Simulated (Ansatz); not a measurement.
Seven cases of atomisation energy with Al to Br (electronic energies, kcal/mol); geometries: B3LYP-D3(BJ)/def2-TZVP. The cases were drawn at random from those of this class that have a high level and all functionals, leaving out states under which another spin lies or may lie. Left out are anions, K, Ca, elements past Kr, ionisation of Li, Na and Mg, pi-pi* triplets of linear molecules and other triplets made from a closed-shell parent. Runs that doubt their state, and full CI more than 15 mEh from coupled cluster, are set aside; a case stays where another high level and all functionals remain. AFQMC serves as high level only in triple zeta or larger, with a steady walk, a bar under 0.8 kcal/mol and agreement with other high levels or trials where they ran; where none ran, an unstable determinant or (outside 3d species) a high T1 diagnostic also bars it, so strongly correlated cases are thinned. No case was kept or dropped by the size of a functional's miss. High levels with a bar over 0.5 kcal/mol are left out too, and the seventh case lies inside the range of the six. Affinities count positive where energy is released, gaps as the second state minus the first. r2SCAN is by Ansatz (a first-principles code) in def2-TZVPD. High levels (Ansatz): P = CCSD(T)/CBS(cc-pV(Q+d)Z,cc-pV(5+d)Z) + [CCSDT(Q) - CCSD(T)]/cc-pV(T+d)Z + core + X2C; Q = CCSD(T)/CBS(cc-pV(T+d)Z,cc-pV(Q+d)Z) + [CCSDT(Q) - CCSD(T)]/cc-pV(D+d)Z + core + X2C; R = CCSD(T)/CBS(cc-pVQZ,cc-pV5Z) + [CCSDT(Q) - CCSD(T)]/cc-pVTZ; S = CCSD(T)/CBS(cc-pVTZ,cc-pVQZ) + [CCSDT(Q) - CCSD(T)]/cc-pVDZ; T = CCSD(T)/CBS(cc-pVTZ,cc-pVQZ) + [CCSDT(Q) - CCSD(T)]/cc-pVTZ + [CCSDTQ - CCSDT(Q)]/cc-pVDZ. Open shells are spin-unrestricted; no spin-orbit coupling. Cores are frozen in correlated methods (noble-gas shells, and filled d and f shells in the p block). Rows without X2C or -DK are non-relativistic. CBS(X,Y): correlation extrapolated as X^-3, Hartree-Fock from the larger set (Q,5: extrapolated as (X+1)exp(-9√X)). A bracket is a step between two methods taken in the basis named. Functionals run without relativity, which enters their misses. '+ core + X2C': CCSD(T) terms for core correlation (cc-pwCVTZ, 1s frozen past Ne) and scalar relativity (cc-pVTZ-DK). Where a partner has so few electrons that a lower coupled-cluster level is exact, that level stands in.

```
case                                  r2SCAN  level  high level
------------------------------------  ------  -----  ----------
CH5OSi (SMILES O([SiH2])C, doublet)    648.3      Q       647.6
CH5Al (SMILES [CH3][AlH2])             517.5      P       518.0
CH4BS (SMILES BS[CH2], doublet)        576.1      Q       567.1
H4BGeO (SMILES O[BH][GeH2], doublet)   536.8      S       528.9
H3GeO (SMILES [O][GeH3], doublet)      299.3      T       296.2
CH5GeO (SMILES O[CH][GeH3], doublet)   593.8      S       588.9
GeNH5 (SMILES [NH2][GeH3])             474.5      R    withheld
```

Problem. Fit a straight line from r2SCAN to the high level over the first six rows by least squares, predict the seventh, and compare with the calculation.

Solution. Means: r2SCAN 528.63, high level 524.45. Sxx = 73604.3, Sxy = 73414.9, slope 0.9974, intercept -2.81 kcal/mol; residual standard deviation 4.3 kcal/mol. Seventh row: 0.9974·(474.5) -2.81 = 470.5 kcal/mol. The calculation gave 478.4 kcal/mol: the line differs from it by -7.9, r2SCAN itself by -3.9.
